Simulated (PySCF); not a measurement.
## Correlation energy of As⁺ (arsenic, charge +1)

[Ar] 3d10 4s2 4p2, high-spin 3P determinant. Calculation: PySCF 2.14, in aug-cc-pVDZ-DK (6s5p3d, 36 functions); the spin-free X2C one-electron Hamiltonian (Gaussian nucleus). Frozen: [Ar] 3d10; 4 electrons correlated.

MP2 pair energies summed by pair of shells (mhartree):

```json
{"pair": "4s-4p", "energy": "-25.59", "share (%)": "59.8"}
{"pair": "4s-4s", "energy": "-12.84", "share (%)": "30.0"}
{"pair": "4p-4p", "energy": "-4.33", "share (%)": "10.1"}
```

Total MP2 correlation energy: -42.76 mhartree.

Same-spin part -7.13 and opposite-spin part -35.63 mhartree; SCS-MP2 scales them by 1/3 and 6/5 to -45.13 mhartree.

| level | correlation energy (mhartree) |
| --- | --- |
| CCSD | -59.12 |
| (T) | -0.72 |
| CCSD(T) | -59.84 |

Diagnostics: T1 = 0.0069, D1 = 0.0191, largest double amplitude 0.093.

**Question.** Is a single reference adequate?

**Answer.** Mostly. T1 lies below 0.03, but a double amplitude of this size points to a near-degeneracy that CCSD handles and MP2 describes poorly.
